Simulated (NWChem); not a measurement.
Species: C$_{3}$H$_{6}$O; SMILES OC1CC1

```xyz
10

O     -0.0764    -1.4469    -0.2258
C     -0.0050    -0.2461     0.4608
C     -0.7560     0.8964    -0.1266
C      0.7505     0.9063    -0.1345
H      0.7643    -1.9023    -0.1096
H     -0.0048    -0.3306     1.5576
H     -1.2903     1.5769     0.5412
H     -1.2563     0.6947    -1.0773
H      1.2411     0.7242    -1.0948
H      1.2818     1.5925     0.5310
```
Atoms are numbered in this order, from 1.

Program: NWChem. Coordinates come from a PBE0/def2-SVP optimisation. Isolated, static molecule.

GIAO at PBE0/pcSseg-1: principal shieldings of C4 are 142.5, 169.9, 211.8 ppm; an isolated tetramethylsilane molecule has σ = 184.4 ppm at the same levels.

Q: Find the isotropic 13C shift, its principal values, the span and the skew.

A: 
1. σ(iso) = one third of the sum = 174.7 ppm.
2. δ = σ(reference) − σ = 9.7 ppm against tetramethylsilane.
3. δ11, δ22, δ33 = 41.9, 14.5, -27.4 ppm.
4. Span Ω = δ11 − δ33 = 69.3 ppm; skew κ = 3(δ22 − δ(iso))/Ω = 0.21.
